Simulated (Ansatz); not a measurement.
Ansatz (a quantum-chemistry and plane-wave program) input (RI-MP2/def2-TZVPPD):
A basis named .json is the Basis Set Exchange file of that set.

Ansatz 0.2 input:
```yaml
crystal:
  periodic: [false, false, false]
  atoms:
    - {symbol: La, position_ang: [-0.00000000, -0.00000000, -0.30040732]}
    - {symbol: O, position_ang: [0.00000000, 0.00000000, 1.79613425]}
    - {symbol: H, position_ang: [0.00000000, 0.00000000, 2.75414332]}
basis:
  gaussian:
    orbitals: def2-TZVPPD.json
    fitting: {mean_field: def2-universal-jkfit, correlation: def2-TZVPPD-RIFIT.json}
total_charge: 1
magnetization: {spin_polarized: true, initial_magnetization: 1}
correlation: {method: mp2, electrons: outside_noble_gas}
```

Output:

```
Functional definition: HF
integrals: 0.04 GiB planned
322 factors; integrals over basis functions are off by at most 8.8e-1 eV
324 factors; integrals over basis functions are off by at most 6.8e-1 eV
mean field: 0.19 GiB planned
mean field evaluation 1: about -2881.0926 eV, gradient 6.5e1 eV
mean field evaluation 2: about -2861.3235 eV, gradient 9.1e1 eV
mean field evaluation 4: about -2897.1360 eV, gradient 1.4e0 eV
mean field evaluation 8: about -2897.1973 eV, gradient 1.3e-1 eV
mean field evaluation 16: about -2897.1995 eV, gradient 2.0e-4 eV
mean field evaluation 32: about -2897.3898 eV, gradient 1.1e0 eV
mean field evaluation 64: about -2892.0966 eV, gradient 2.7e0 eV
mean field evaluation 96: about -2897.1993 eV, gradient 3.4e-2 eV
mean field -2897.39528473 eV, -106.4773127889 hartree, gradient 1.0e-6 eV, S^2 0.754672; 9 other end points of the search recorded, 0 dependent functions left out
5 core orbitals not correlated, not the lowest: weight in the atoms' cores, before any rotation towards them, 0.773 or more for the frozen orbitals, at most 0.188 for the correlated occupied ones
reference -2897.39528473 eV, -106.4773127889 hartree; 5, 4 occupied and 106, 107 virtual orbitals, 324 factors
second order -7.54223108 eV of doubles, -0.00000000 eV of singles
Total energy: -2904.93751581 eV, -106.7544846687 hartree
```

This state (charge 1, doublet) is run at the relaxed geometry of the species with charge 0 and multiplicity 1.
